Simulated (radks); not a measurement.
Results of a calculation; reference values are marked as such.
Initial-state core-level shifts of neutral gadolinium when its valence configuration changes from [Xe] 4f7 5d1 6s2. Level of theory: non-relativistic Kohn-Sham, r2SCAN, spin-polarised, spherical densities, point nucleus; open shells are filled with parallel spins first (spin-orbit coupling, left out, can overturn this in heavy ions); meta-GGA in the generalised Kohn-Sham scheme; relativity is left out, which matters for an element this heavy (a radial shooting solver on a logarithmic mesh with Libxc functionals). Shifts are changes of the shell-averaged eigenvalues in eV (positive: less bound); the change of the density at the nucleus, which sets a Mossbauer isomer shift, is in e/bohr^3, on a base of 1.866e+05.

| valence | 1s | 3s | 4p | 5p | density at nucleus |
|---|---|---|---|---|---|
| 4f7 5d1 6s1 6p1 | -0.701 | -0.707 | -0.701 | -0.656 | -4.94 |
| 4f6.5 5d1 6s1 6p1.5 | -6.560 | -7.519 | -6.883 | -3.662 | +2.21 |
| 4f8 6s1 6p1 | +6.217 | +7.710 | +6.843 | +2.059 | -14.80 |
| 4f8 5d1 6s1 | +8.930 | +10.419 | +9.599 | +4.776 | -16.18 |
| 4f7 5d1.5 6s1 6p0.5 | +0.946 | +0.952 | +0.971 | +0.909 | -6.01 |
| 4f5 5d1 6s2 6p2 | -25.543 | -29.785 | -26.551 | -12.533 | +35.87 |
| 4f7 5d2 6s1 | +2.526 | +2.544 | +2.576 | +2.439 | -6.82 |
| 4f4 5d1 6s2 6p3 | -39.834 | -46.589 | -40.998 | -18.862 | +56.52 |
| 4f7 6s2 6p1 | -3.631 | -3.646 | -3.672 | -3.364 | +4.25 |
